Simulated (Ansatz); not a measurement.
Abridged output of a molecular run in Ansatz:

```
Functional definition: HF
818 factors; integrals over basis functions are off by at most 1.4e-3 eV
mean field evaluation 1: about -15353.0095 eV, gradient 2.6e1 eV
mean field evaluation 2: about -15353.0898 eV, gradient 2.6e1 eV
mean field evaluation 4: about -15354.9331 eV, gradient 4.0e0 eV
mean field evaluation 8: about -15354.9831 eV, gradient 2.1e-1 eV
mean field -15354.98330878 eV, -564.2852286162 hartree, gradient 1.9e-6 eV, S^2 0.000000; 0 other end points of the search recorded, 0 dependent functions left out
9 core orbitals not correlated: weight in the atoms' cores, before any rotation towards them, 1.000 or more for the frozen orbitals, at most 0.000 for the correlated occupied ones
reference -15354.98330878 eV, -564.2852286162 hartree; 14, 14 occupied and 61, 61 virtual orbitals, 818 factors
second order -19.33040759 eV of doubles, -0.00000000 eV of singles
cycle   1  -19.46534055 eV  change   -1.3e-1 eV  update   1.1e-1
cycle   2  -19.96864143 eV  change   -5.0e-1 eV  update   3.5e-2
cycle   3  -20.10880099 eV  change   -1.4e-1 eV  update   1.9e-2
cycle   4  -20.10297530 eV  change    5.8e-3 eV  update   4.6e-3
cycle   5  -20.10040052 eV  change    2.6e-3 eV  update   2.0e-3
cycle   6  -20.10087660 eV  change   -4.8e-4 eV  update   5.1e-4
cycle   7  -20.10070998 eV  change    1.7e-4 eV  update   2.1e-4
cycle   8  -20.10060362 eV  change    1.1e-4 eV  update   7.3e-5
cycle   9  -20.10062093 eV  change   -1.7e-5 eV  update   3.0e-5
perturbative correction -0.60417215 eV, -0.0222029171 hartree
Total energy: -15375.68810187 eV, -565.0461157280 hartree
```

Its atoms:

Cartesian coordinates in Å:
```
F -1.4873 -1.2123 -1.2529
C -0.6266 -0.4810 -0.5747
C 0.0994 0.6120 -0.7550
F 0.3162 1.5031 -1.7007
Si 0.3581 -0.0889 0.9030
H -0.2446 0.5120 2.1197
H 1.5850 -0.8448 1.2606
```

Task: Which basis set was used?
A. cc-pV(Q+d)Z
B. def2-SVP
C. def2-TZVPPD
D. def2-TZVPP

Result: B. It gives 84 functions.

Task: Write the keys of the input that set method, charge and spin (a neutral closed shell needs none for the last two).

Result: 
```yaml
correlation: {method: ccsd_t}
```
